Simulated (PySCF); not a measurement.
**Computed properties of BrGeHS, SMILES [SH][Ge][Br]**

Ge(Br)(SH) (BrGeHS), SMILES [SH][Ge][Br] (connectivity only; charge and spin as stated), neutral, multiplicity 1. The structure is a stationary point at r2SCAN-D4/def2-SVP. Other conformers were not sampled. All values are computed for the isolated molecule unless a solvent is named; none is compared with measurement here.

**Structure.** The optimised structure has Cs symmetry. All 6 harmonic modes at r2SCAN-D4/def2-SVP (PySCF) are real, so it is a minimum. With heavy atoms numbered as in [Ge:1]([Br:2])[SH:3], the shortest bond between them is Ge1–S3 at 2.244 Å and the longest Ge1–Br2 at 2.354 Å.

**Vibrations.** The strongest infrared lines (harmonic, unscaled, degenerate partners summed) lie at 286 cm⁻¹ (43 km/mol, Ge 52 %, Br 47 %), 386 cm⁻¹ (40 km/mol, S 64 %, Ge 32 %), 380 cm⁻¹ (15 km/mol, H 96 %). The softest mode is at 123 cm⁻¹ and the zero-point energy is 6.5 kcal/mol.

**Electronic structure.** PBE0/def2-TZVPD (PySCF) places the frontier levels at -7.45 and -2.82 eV, a gap of 4.63 eV, and gives a dipole moment of 2.43 D and a mean polarisability of 80.2 bohr³.

**Excitations.** TDDFT-PBE0/def2-SVPD (PySCF) has S1 at 3.45 eV (359 nm, f = 0.009, weak); the most intense of the 10 singlets computed lies at 6.46 eV (f = 0.17). T1 (TDA) is at 2.52 eV. No vertical singlet excitation falls in the visible range (under 3.1 eV).

**NMR.** GIAO shifts at KT2/pcSseg-2 (PySCF) (non-relativistic, atoms alike by connectivity averaged): ¹H at 6.1 ppm against TMS. Without spin–orbit terms, shifts of atoms bonded to Cl or Br come out too high.
